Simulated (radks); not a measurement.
Values are calculated unless marked as measured or tabulated.
Ionisation of the cobalt ion Co2+, [Ar] 3d7, to Co3+, [Ar] 3d6, under several functionals. Dirac Kohn-Sham, spin-unpolarised, spherical densities, finite nucleus; open shells fill j = l - 1/2 first; a radial shooting solver on a logarithmic mesh with Libxc functionals.

functional,E(Co2+) (hartree),Exc (hartree),IE (eV),-e(HOMO) (eV),<r> HOMO (bohr),IE error (eV)
BP86,-1392.68613,-59.42404,35.822,27.040,1.022,+2.322
exchange-only B88,-1391.37443,-58.07622,34.609,25.886,1.030,+1.109
exchange-only PBE,-1391.08186,-57.76981,34.645,25.929,1.033,+1.145
exchange-only LDA,-1387.61093,-54.23763,34.421,25.720,1.031,+0.921
"LDA (Slater exchange, VWN5 correlation)",-1389.85600,-56.53310,36.083,27.294,1.023,+2.583
"LDA (Slater exchange, Perdew-Wang correlation)",-1389.84532,-56.52202,36.076,27.288,1.023,+2.576
Wu-Cohen GGA,-1391.81388,-58.53859,35.756,26.954,1.022,+2.256
revPBE,-1392.38624,-59.12028,35.640,26.838,1.023,+2.140
OLYP,-1392.82800,-59.62185,35.852,26.978,1.018,+2.352

NIST Atomic Spectra Database: 33.5 eV (semi-empirical). Closest: exchange-only LDA. The Delta-SCF values span 1.66 eV, the total energies 5.22 hartree. The highest occupied level is 3d5/2. Spin polarisation and multiplet splitting are left out, so open shells lie too high by an amount that depends on their filling.

Beside tabulated values, note that spin-unpolarised runs miss the spin-polarisation part of the exchange energy of open shells.
